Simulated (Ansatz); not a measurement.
Program: Ansatz. Geometries: PBE0-D4/def2-TZVP. ΔE: electronic, gas phase. CBS: MP2 limit from def2 TZ/QZ plus the TZ coupled-cluster correction, frozen cores. This one scheme is used for every species. Functionals use def2-TZVPP. HSE06 is defined as in plane-wave codes. Each species was taken in one conformer, which may not be the lowest.

`C=C[SiH2][SiH2]Cl` + CH₄ → `C[SiH2][SiH2]Cl` + ethylene  (formal exchange of groups at the Si–C bond)

```
    level  ΔE (kJ/mol)
revPBE-D4         10.9
 HSE06-D4          8.3
```

**Question.** What does CCSD(T)/CBS give? (Best estimate.)

**Answer.** The calculation gave: +7.7 kJ/mol. The listed levels differ from it by 3.2, 0.6 kJ/mol.

Largest T1 diagnostic among the species: 0.011.

The D4 term adds +3.2 kJ/mol with B3LYP and +1.9 kJ/mol with PBE0; it sums over pairs of atoms, weighted by their polarisabilities, and B3LYP, whose exchange is more repulsive, gets the larger term. Leaving LDA and LC-ωPBE aside and taking each functional with its dispersion term where it has one, the values, not all of them listed here, spread over 5.3 kJ/mol, from ωB97M-V to BLYP-D4.

B3LYP here is the variant with VWN-RPA as its local correlation; programs differ in this.
